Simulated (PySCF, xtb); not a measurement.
AlH₃, SMILES [AlH3+] (connectivity only; charge and spin as stated), charge +1, multiplicity 2.

Harmonic wavenumbers (cm⁻¹) from GFN2-xTB in xtb at its own minimum, in rising order: 546, 546, 693, 1385, 1385, 1504.

Task: What does ωB97X-D3(BJ)/def2-TZVPD run with PySCF give at its own minimum? (An estimate is asked for; the answer gives what the named calculation found.)

Result: 394, 507, 754, 1270, 1643, 2116. Paired by order, the mean absolute difference is 206 cm⁻¹ and the zero-point energies are 8.7 and 9.6 kcal/mol.
